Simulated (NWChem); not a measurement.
C2H6F2OSi; SMILES C[Si@@H](O)C(F)F

```xyz
12

C     -1.4094     1.7180     0.2271
Si     0.0472     0.6957    -0.3438
O      1.4364     1.4522     0.1852
C     -0.0362    -1.0715     0.4007
F      1.0828    -1.7743    -0.0135
F     -1.1475    -1.7151    -0.1051
H     -2.3538     1.2449    -0.0650
H     -1.3794     2.7198    -0.2151
H     -1.4073     1.8329     1.3169
H      0.0525     0.4828    -1.8174
H      2.2725     1.0447    -0.0818
H     -0.0801    -1.1574     1.4948
```
Atoms are numbered in this order, from 1.

Results from NWChem. Medium grid unless said otherwise, to which SCAN and Minnesota functionals are sensitive. The geometry was optimised at B3LYP/6-31G* (spherical d). Level r2SCAN/def2-SVPD: single points from the atomic guess with DIIS by default; each run changes one setting, and all converged runs end within 0.3 mHa of each other. NWChem's automatic level shift, which a small gap switches on, acted in some of these runs.

### Question
Which setting needs the most SCF iterations, or fails (defaults; core-Hamiltonian guess; DIIS on 20 Fock matrices; no level shifting; occupation smearing of 0.005 Ha)?

### Answer
core-Hamiltonian guess, with 29 against 8 for the defaults.
```json
[
 {"setting": "defaults", "SCF iterations": "8"},
 {"setting": "no level shifting", "SCF iterations": "8"},
 {"setting": "occupation smearing of 0.005 Ha", "SCF iterations": "8"},
 {"setting": "DIIS on 20 Fock matrices", "SCF iterations": "8"},
 {"setting": "core-Hamiltonian guess", "SCF iterations": "29"}
]
```
